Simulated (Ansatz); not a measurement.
Reaction (ligand exchange at the Si–O bond): `CO[SiH2]C` + `C[SiH](S)Cl` → `C[SiH2]S[SiH](C)Cl` + CH₃OH

Program: Ansatz. Geometries: PBE0-D4/def2-TZVP. ΔE: electronic, gas phase. CCSD(T)/CBS is the MP2 limit (def2-TZVPP, def2-QZVPP) plus CCSD(T) − MP2 in def2-TZVPP, frozen cores. This one scheme is used for every species. DFT in def2-TZVPP. B3LYP here is the variant with VWN-RPA as its local correlation; programs differ in this. One conformer a species, not always the lowest.

| level | ΔE (kJ/mol) |
| --- | --- |
| PBE0-D4 | 11.3 |
| B3LYP-D4 | 23.0 |
| ωB97X-V | 23.3 |
| ωB97M-V | 22.4 |
| MP2/def2-TZVPP | 19.8 |
| MP2/def2-QZVPP | 17.7 |
| SCS-MP2/def2-QZVPP | 24.9 |
| MP2/CBS(def2) | 15.2 |

(1) What does CCSD(T)/CBS give? (An estimate is asked.)

Largest T1 diagnostic among the species: 0.010.

Answers

(1) The calculation gave: +20.0 kJ/mol. The listed levels differ from it by -8.7, 3.0, 3.3, 2.4, -0.2, -2.3, 4.9, -4.8 kJ/mol.

In def2-TZVPP, CCSD(T) changes the Hartree–Fock value by −20.1 kJ/mol (the triples alone add −4.1 kJ/mol) and MP2 by −24.9 kJ/mol. The D4 term adds −12.3 kJ/mol with B3LYP and −7.1 kJ/mol with PBE0; it sums over pairs of atoms, weighted by their polarisabilities, and B3LYP, whose exchange is more repulsive, gets the larger term.
